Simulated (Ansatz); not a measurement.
In5P5⁻. Total charge -1; doublet. Geometry PBE-D4/def2-SVP; atoms count from 1.

Cartesian coordinates in Å:
```
In -2.0179 -0.7975 -3.1338
In -1.7193 -0.5476 2.3388
In 0.7443 -0.0386 -2.0379
In 2.0407 2.2891 -0.1464
In 0.4642 -2.5474 0.6554
P -0.2329 1.7371 1.4275
P 1.1966 0.0457 1.8519
P -1.2073 1.2978 -0.5387
P 2.3214 -0.5443 0.0397
P -1.5897 -0.8943 -0.4566
```

In the def2 sets In takes a core potential; there is no spin–orbit coupling. The structure comes from a short search, and lower isomers may exist.

(1) Estimate the Mulliken populations from the PBE0/def2-SVP orbitals of Ansatz.

(2) Where does the spin sit?

(3) And the Mayer bond orders between bonded heavy atoms (over 0.3)?

Results:

(1) 
```json
{"atom": "In1", "charge (e)": "0.15", "spin (α − β)": "0.14"}
{"atom": "In2", "charge (e)": "0.15", "spin (α − β)": "0.08"}
{"atom": "In3", "charge (e)": "0.00", "spin (α − β)": "0.09"}
{"atom": "In4", "charge (e)": "0.13", "spin (α − β)": "0.00"}
{"atom": "In5", "charge (e)": "0.07", "spin (α − β)": "0.07"}
{"atom": "P6", "charge (e)": "-0.26", "spin (α − β)": "0.14"}
{"atom": "P7", "charge (e)": "-0.22", "spin (α − β)": "0.20"}
{"atom": "P8", "charge (e)": "-0.21", "spin (α − β)": "0.16"}
{"atom": "P9", "charge (e)": "-0.36", "spin (α − β)": "0.10"}
{"atom": "P10", "charge (e)": "-0.45", "spin (α − β)": "0.03"}
```
Mulliken values and Mayer orders depend strongly on the basis.

(2) Summed by element: In 0.38, P 0.62, of 1 unpaired in all. Largest on single atoms: P7 0.20, P8 0.16, In1 0.14.

(3) In1–In3 0.42 (3.07 Å); In1–P10 0.66 (2.71 Å); In2–P6 0.35 (2.87 Å); In2–P10 0.43 (2.82 Å); In3–P8 0.47 (2.80 Å); In3–P9 0.66 (2.66 Å); In3–P10 0.36 (2.95 Å); In4–P6 0.39 (2.82 Å); In4–P9 0.44 (2.85 Å); In5–P7 0.32 (2.95 Å); In5–P9 0.47 (2.80 Å); In5–P10 0.41 (2.86 Å); P6–P7 0.91 (2.25 Å); P6–P8 0.95 (2.24 Å); P7–P9 1.00 (2.21 Å); P8–P10 0.98 (2.23 Å).
